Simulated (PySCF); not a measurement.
C₆ coefficients of unlike pairs at UHF

Calculated with PySCF 2.14 from the dipole response of each species, C₆(A,B) = (3/π) ∫ α_A(iu) α_B(iu) du, in atomic units, from isotropic polarisabilities. For ions this is the dispersion term alone; charge-induced terms of lower order in 1/R come first.

```tsv
species	configuration	basis	relativity	α (bohr³)	C₆ (like pair)
Zr	[Kr] 4d2 5s2 (3F)	aug-cc-pVTZ-DK (9s8p6d3f2g)	spin-free X2C	194.3	2517
Ga³⁺	[Ar] 3d10 (1S)	x2c-TZVPPall with one added diffuse shell each of s, p, d type (7s6p5d1f)	spin-free X2C	0.8518	0.9065
P	[Ne] 3s2 3p3 (4S)	x2c-QZVPPall with one added diffuse shell each of s, p, d, f type (10s7p5d3f1g)	spin-free X2C	25.43	188.0
I²⁺	[Kr] 4d10 5s2 5p3 (4S)	aug-cc-pVQZ-PP with ECP28MDF (7s7p5d3f2g)	core potential	14.03	96.20
```

Question: Estimate C₆ for Ga³⁺ with Zr.

Answer: The integral gives 27.36. The combination rule 2 C_A C_B / (C_A α_B/α_A + C_B α_A/α_B) gives 20.95 and the geometric mean 47.76.

No spin-orbit coupling is included.

The other pairs:

```json
{"pair": "P, Ga³⁺", "C₆": "10.40"}
{"pair": "I²⁺, P", "C₆": "130.2"}
{"pair": "I²⁺, Ga³⁺", "C₆": "8.538"}
{"pair": "I²⁺, Zr", "C₆": "382.1"}
{"pair": "P, Zr", "C₆": "606.2"}
```
